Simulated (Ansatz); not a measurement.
These are Ansatz (an electronic-structure program) with frozen-core CCSD(T)/cc-pVDZ // PBE0-D4/def2-SVP values and carry that method's errors. The restricted HF reference is unstable towards unrestricted orbitals.

Ansatz 0.2 input:
```yaml
crystal:
  periodic: [false, false, false]
  atoms:
    - { symbol: B, position_ang: [3.293553, -0.185007, 0.271233] }
    - { symbol: C, position_ang: [1.917939, 0.445803, 0.063807] }
    - { symbol: C, position_ang: [1.766692, 1.795592, -0.177512] }
    - { symbol: S, position_ang: [0.146984, 2.312771, -0.383689] }
    - { symbol: C, position_ang: [-0.450557, 0.691556, -0.150627] }
    - { symbol: C, position_ang: [-1.805934, 0.289872, -0.180893] }
    - { symbol: B, position_ang: [-2.97078, 1.258881, -0.431527] }
    - { symbol: C, position_ang: [-2.042607, -1.077893, 0.03532] }
    - { symbol: C, position_ang: [-1.004834, -1.987337, 0.266136] }
    - { symbol: C, position_ang: [0.314693, -1.556426, 0.288773] }
    - { symbol: C, position_ang: [0.61762, -0.20116, 0.079534] }
    - { symbol: H, position_ang: [3.421479, -1.369278, 0.48222] }
    - { symbol: H, position_ang: [4.279405, 0.513764, 0.223738] }
    - { symbol: H, position_ang: [2.57267, 2.528024, -0.243858] }
    - { symbol: H, position_ang: [-2.769103, 2.437215, -0.61816] }
    - { symbol: H, position_ang: [-4.105474, 0.843161, -0.443468] }
    - { symbol: H, position_ang: [-3.076296, -1.43294, 0.020615] }
    - { symbol: H, position_ang: [-1.233083, -3.042882, 0.429576] }
    - { symbol: H, position_ang: [1.127631, -2.263717, 0.468784] }
basis:
  gaussian: { orbitals: cc-pVDZ }
correlation:
  method: ccsd_t
```

Output:

```
Functional definition: HF
1858 factors; integrals over basis functions are off by at most 1.1e-3 eV
mean field evaluation 1: about -20525.4365 eV, gradient 3.9e1 eV
mean field evaluation 2: about -20525.9168 eV, gradient 3.8e1 eV
mean field evaluation 4: about -20531.1207 eV, gradient 7.1e0 eV
mean field evaluation 8: about -20531.2954 eV, gradient 4.9e-1 eV
mean field evaluation 16: about -20525.4363 eV, gradient 3.9e1 eV
mean field -20531.29776974 eV, -754.5112764245 hartree, gradient 2.0e-6 eV, S^2 0.000000; 0 other end points of the search recorded, 0 dependent functions left out; unrestricted orbitals would lower it
15 core orbitals not correlated
reference -20531.29776974 eV, -754.5112764245 hartree; 26, 26 occupied and 157, 157 virtual orbitals, 1858 factors
second order -36.19978134 eV of doubles, -0.00000000 eV of singles
cycle   1  -36.51660733 eV  change   -3.2e-1 eV  update   1.7e-1
cycle   2  -37.68340956 eV  change    -1.2e0 eV  update   5.1e-2
cycle   3  -37.93822601 eV  change   -2.5e-1 eV  update   2.4e-2
cycle   4  -37.93149346 eV  change    6.7e-3 eV  update   6.8e-3
cycle   5  -37.93161374 eV  change   -1.2e-4 eV  update   4.2e-3
cycle   6  -37.93251342 eV  change   -9.0e-4 eV  update   1.5e-3
cycle   7  -37.93155264 eV  change    9.6e-4 eV  update   8.3e-4
cycle   8  -37.93141670 eV  change    1.4e-4 eV  update   3.3e-4
cycle   9  -37.93146459 eV  change   -4.8e-5 eV  update   1.3e-4
cycle  10  -37.93141871 eV  change    4.6e-5 eV  update   4.1e-5
perturbative correction -1.78740005 eV, -0.0656857403 hartree
Total energy: -20571.01658850 eV, -755.9709160914 hartree
```

Cost: about 13 core-minutes (a rough figure).
